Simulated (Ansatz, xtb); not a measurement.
**Relative energy of two isomers of C3H6OSSi**

We compare I, `C[SiH2]OC=C=S`, a singlet, with II, `C=C(C=O)S[SiH3]`, a singlet. Both are isolated molecules in the gas phase, relaxed with PBE0-D3(BJ)/def2-SVP; the shapes shown needn't be the lowest conformers.

I (Å):

```tsv
atom	x (Å)	y (Å)	z (Å)
C	1.9447	0.7637	1.6680
C	-0.4785	-2.5110	0.8765
C	-1.4818	-2.7218	0.0399
O	0.3040	-1.4021	0.8431
S	-2.6600	-3.0167	-0.9416
Si	0.6998	-0.5030	2.2154
H	1.5157	1.4180	0.8942
H	2.2544	1.3914	2.5180
H	2.8391	0.2758	1.2525
H	-0.5350	0.1265	2.7738
H	1.2613	-1.4396	3.2395
H	-0.2452	-3.2987	1.6077
```

II (Å):

```tsv
atom	x (Å)	y (Å)	z (Å)
C	-0.6675	1.2016	-1.9955
C	-0.2594	0.6205	-0.8516
C	1.1847	0.3839	-0.6759
O	1.6711	-0.1283	0.3038
S	-1.3689	0.1399	0.4229
Si	-0.1744	-0.7375	2.0192
H	0.0690	1.4798	-2.7548
H	-1.7191	1.4110	-2.2025
H	1.8233	0.7162	-1.5279
H	0.7129	0.2096	2.7456
H	-1.3370	-1.0360	2.9182
H	0.4735	-2.0353	1.6909
```

Quicker runs give these differences E(II) − E(I): GFN2-xTB −0.048 eV; HF/STO-3G −0.085 eV (at GFN2-xTB geometries); r2SCAN-D4/def2-SVP −0.327 eV (at GFN2-xTB geometries).

Task: Estimate E(II) − E(I) at the level CCSD(T)/def2-SVP + ΔMP2/def2-TZVPP.

Result: Calculated at CCSD(T)/def2-SVP + ΔMP2/def2-TZVPP: E(II) − E(I) = −0.171 eV, so structure II lies lower.

The same difference at several levels:

```tsv
level	geometry	E(II) − E(I) (eV)	departure from the last row (eV)	job, with rough time for the two
GFN2-xTB	GFN2-xTB	−0.048	+0.123	optimisation, 0.34 s
HF/STO-3G	GFN2-xTB	−0.085	+0.086	single point, 0.64 s
r2SCAN-D4/def2-SVP	GFN2-xTB	−0.327	−0.156	single point, 4.2 s
PBE0-D3(BJ)/def2-SVP	PBE0-D3(BJ)/def2-SVP	−0.443	−0.272	optimisation, 2.7 min
HF/def2-SVP	PBE0-D3(BJ)/def2-SVP	−0.329	−0.158	part of the CCSD(T) run
MP2/def2-SVP	PBE0-D3(BJ)/def2-SVP	−0.343	−0.172	part of the CCSD(T) run
CCSD(T)/def2-SVP	PBE0-D3(BJ)/def2-SVP	−0.354	−0.183	single point
CCSD(T)/def2-SVP + ΔMP2/def2-TZVPP	PBE0-D3(BJ)/def2-SVP	−0.171		single point, 48 s
```

As drawn, II has 1 C–C, 1 C=O, 1 C–S, 1 S–Si, 1 Si–H in place of 1 C–Si, 1 O–Si, 1 C–O, 1 C=S, 1 C–H.

The levels shown agree on the order. The largest departure from CCSD(T)/def2-SVP + ΔMP2/def2-TZVPP is that of PBE0-D3(BJ)/def2-SVP, 0.272 eV. The last row adds to CCSD(T) the change of the MP2 difference between the two basis sets, here +0.183 eV, a large step that makes the value less sure.

With thermal terms from frequencies at re-optimised GFN2-xTB minima (ideal gas, soft modes damped towards free rotors, one conformer each, 298.15 K, 1 atm): on the last row, ΔE + ΔZPE = −0.194, ΔH = −0.225, ΔG = −0.128 eV.

The correlated steps freeze 14 core orbitals. Programs: Ansatz 0.2.0, xtb 6.7.1; the last row on 2 threads of Intel(R) Xeon(R) Processor on a shared host.
